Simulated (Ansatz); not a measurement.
ClH2Si (SMILES [SiH2]Cl) moved off its minimum; all values from Ansatz (a program for electronic structure), cores frozen in correlated methods. Open shells are unrestricted.
(charge 0, multiplicity 2)
```xyz
4

Si    -0.90395    -0.26760     0.34303
Cl     1.16097     0.15205    -0.28868
H     -1.41070     1.09866    -0.27229
H     -1.60356    -1.12110    -0.30444
```

```
level                largest force (eV/Å)  on atom  rms difference from CCSD(T)/cc-pV(T+d)Z (eV/Å)  dipole (D)
-------------------  --------------------  -------  ----------------------------------------------  ----------
HF/def2-TZVPP                        7.91      Si1                                           0.155        2.54
PBE/def2-TZVPP                       7.61      Si1                                           0.183        1.86
r2SCAN/def2-TZVPP                    7.70      Si1                                           0.047        2.03
B3LYP/def2-TZVPP                     7.52      Si1                                           0.102        2.07
wB97M-V/def2-TZVPP                   7.65      Si1                                           0.039        2.18
MP2/cc-pV(T+d)Z                      7.80      Si1                                           0.085        2.20
CCSD(T)/cc-pV(T+d)Z                  7.69      Si1                                           0.000        2.08
```

The differences count from one level among others, with limits of its own. Forces at CCSD(T)/cc-pV(T+d)Z (eV/Å):

```csv
atom,Fx,Fy,Fz
Si1,3.985,6.466,1.234
Cl2,-1.357,-0.943,0.538
H3,0.017,-1.074,1.081
H4,-2.644,-4.448,-2.853
```
